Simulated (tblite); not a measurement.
C₃H₁₁NOSi₃.
Z-matrix (Å and degrees, GFN2-xTB geometry), rows numbered from 1:
```
N 
C   1  1.4610
C   2  1.5255  1  109.43
Si  3  1.9362  2  105.38  1    30.17
Si  4  2.3265  3  100.12  2   -87.14
Si  5  2.3301  4   95.94  3    -9.06
C   3  1.4965  2  114.49  1   -88.53
O   7  1.2172  3  121.41  2  -130.32
H   1  1.0139  2  111.19  3  -151.44
H   1  1.0137  2  110.84  3    89.42
H   2  1.1003  1  112.80  3  -124.47
H   2  1.0922  1  107.73  3   116.93
H   3  1.0925  2  109.62  1   150.22
H   4  1.4772  3  105.03  2   156.26
H   4  1.4631  3  108.13  2    44.99
H   5  1.4720  4  113.46  3  -128.39
H   5  1.4707  4  116.26  3   111.96
H   6  1.4606  5  123.44  4  -126.06
H   6  1.4756  5  115.84  4   100.79
```

All values are computed: GFN2-xTB (tblite) harmonic vibrations without scaling, gas phase. The method is semi-empirical: single wavenumbers can be off by several per cent or more. Modes of hydrogen on silicon can be 10 to 20 % off. One conformer, not necessarily the lowest.

Harmonic wavenumbers (cm⁻¹): 57.4, 92.6, 111.0, 156.1, 183.2, 217.8, 286.1, 316.4, 345.9, 360.6, 381.0, 423.3, 435.1, 442.9, 473.4, 483.1, 499.3, 536.9, 554.9, 575.4, 615.1, 660.7, 679.6, 756.8, 812.9, 826.8, 841.0, 877.6, 960.8, 1015.9, 1051.7, 1122.0, 1138.5, 1184.4, 1268.7, 1298.2, 1354.0, 1484.5, 1552.4, 1675.7, 2125.4, 2130.0, 2161.7, 2171.4, 2241.9, 2272.1, 2862.4, 2950.6, 2978.1, 3399.5, 3421.8.

A = 1300, B = 1228, C = 968.9 MHz; mass 161.015 u (most abundant isotopes); point group C1, symmetry number 1.

Question: What is the zero-point energy?

Answer: ½Σν̃ = 28412 cm⁻¹ = 339.89 kJ/mol.

Question: What is S at 273.15 K and 1 bar for an ideal gas of classical rigid rotors and harmonic oscillators?

Answer: Translation 170.41, rotation 123.25, vibration 125.39: S = 419.1 J/(mol K).

Question: And Cp and H(273.15 K) − H(0)?

Answer: Cp = 185.09 J/(mol K), of which vibrations give 151.83 (their classical limit is 51 R = 424.0); H(273.15 K) − H(0) = 28.76 kJ/mol without the zero-point energy, 19.68 from vibrations.

Question: How do the functions run with temperature in this model?

Answer: 
```tsv
T (K)	S (J/(mol K))	Cp (J/(mol K))	H − H(0) (kJ/mol)	G − H(0) (kJ/mol)	ln q(vib)
50	246.9	52.5	2.00	-10.34	0.35
100	291.9	81.1	5.33	-23.86	1.39
298.15	435.8	197.2	33.54	-96.39	7.21
373.15	483.6	229.3	49.58	-130.89	9.62
500	557.0	271.8	81.49	-196.99	13.65
750	678.8	328.6	157.11	-352.01	21.09
1000	778.7	364.9	244.13	-534.58	27.78
```

q(vib) and H(0) count from the zero-point level.

Question: Blend soft modes into free rotors: weight 1/[1 + (100 cm⁻¹/ν̃)⁴] for the oscillator and the rest for a rotor with moment μB/(μ + B), μ = h/(8π²ν), B = 10⁻⁴⁴ kg m². What vibrational entropy results?

Answer: 119.41 J/(mol K) in place of 125.39, which changes −T·S at 273.15 K by +1.63 kJ/mol.

Question: Which modes carry the vibrational entropy at 273.15 K?

Answer: 57.4 cm⁻¹: 18.29; 92.6 cm⁻¹: 14.37; 111.0 cm⁻¹: 12.89; 156.1 cm⁻¹: 10.17; 183.2 cm⁻¹: 8.93; 217.8 cm⁻¹: 7.61 J/(mol K); the other 45 give 53.13 together.

Hindered rotation and anharmonicity are outside this model. Other conformers, if any are populated, would add a mixing term that is left out. The structure is chiral; the term R ln 2 for an equal mix with its mirror image is left out.

Time: 0.98 s of wall time. Hardware: one thread, Arm Neoverse V1 (aarch64), no GPU, on a shared host. The figure is for the frequency step alone.
